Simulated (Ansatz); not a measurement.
```yaml
crystal:
  periodic: [false, false, false]
  atoms:
    - {symbol: N, position_ang: [0.445290, 0.751624, -1.026012]}
    - {symbol: C, position_ang: [0.327977, -0.131835, 0.058224]}
    - {symbol: O, position_ang: [0.737600, -1.381646, -0.372150]}
    - {symbol: Se, position_ang: [-1.561863, -0.376825, 0.839525]}
    - {symbol: H, position_ang: [-0.118031, 0.453591, -1.812429]}
    - {symbol: H, position_ang: [0.196141, 1.696145, -0.772196]}
    - {symbol: H, position_ang: [0.901492, 0.245668, 0.909282]}
    - {symbol: H, position_ang: [0.578498, -2.010012, 0.338757]}
    - {symbol: H, position_ang: [-1.418603, 0.706890, 1.819899]}
basis:
  gaussian: {orbitals: cc-pVDZ, final_grid: {core_spheres: 1, valence_spheres: 1, degree: 1}}
hamiltonian: {xc: {name: PBE}}
output: {forces: true}
```

```sh
$ ansatz run in.yaml --threads 4 --pin off --events-out ev --progress --plain --max-ram 10444MiB
```

Shortened log:

```
Functional definition: PBE
1187 factors; their error is unknown
mean field evaluation 1: about -69980.4869 eV, gradient 6.5e1 eV
mean field evaluation 2: about -69907.4573 eV, gradient 1.6e2 eV
mean field evaluation 4: about -69988.7770 eV, gradient 9.2e0 eV
mean field evaluation 8: about -69989.0362 eV, gradient 2.2e-1 eV
mean field evaluation 16: about -69973.4363 eV, gradient 2.1e0 eV
mean field evaluation 32: about -69973.4898 eV, gradient 5.6e-3 eV
mean field -69973.48976708 eV, -2571.4783192053 hartree, gradient 7.6e-5 eV, S^2 0.000000; 0 other end points of the search recorded, 0 dependent functions left out
reference -69973.48983260 eV, -2571.4783216131 hartree; 30, 30 occupied and 64, 64 virtual orbitals, 1187 factors
Total energy: -69973.48983260 eV, -2571.4783216131 hartree
Atom 0 at     0.445290     0.751624    -1.026012 Å, force    -7.544062     2.351209     6.000658 eV/Å
Atom 1 at     0.327977    -0.131835     0.058224 Å, force    43.355765    10.491112   -22.559780 eV/Å
Atom 2 at     0.737600    -1.381646    -0.372150 Å, force     0.953115    -3.832235     7.357864 eV/Å
Atom 3 at    -1.561863    -0.376825     0.839525 Å, force   -43.482858    -7.849716    13.285737 eV/Å
Atom 4 at    -0.118031     0.453591    -1.812429 Å, force     3.846894     2.210719     5.087572 eV/Å
Atom 5 at     0.196141     1.696145    -0.772196 Å, force     2.217067    -7.872093    -5.831873 eV/Å
Atom 6 at     0.901492     0.245668     0.909282 Å, force    -1.088619    -2.373446    -2.260863 eV/Å
Atom 7 at     0.578498    -2.010012     0.338757 Å, force     0.569843     4.195825    -5.828343 eV/Å
Atom 8 at    -1.418603     0.706890     1.819899 Å, force     1.172855     2.678624     4.749029 eV/Å
Dipole moment:    -0.183882     0.159459     0.101976 e Å
```

Question: Something in this input is off. What?

Answer: The integration grid is far too coarse. The run converged. The result belongs to that input, not to the molecule as meant.
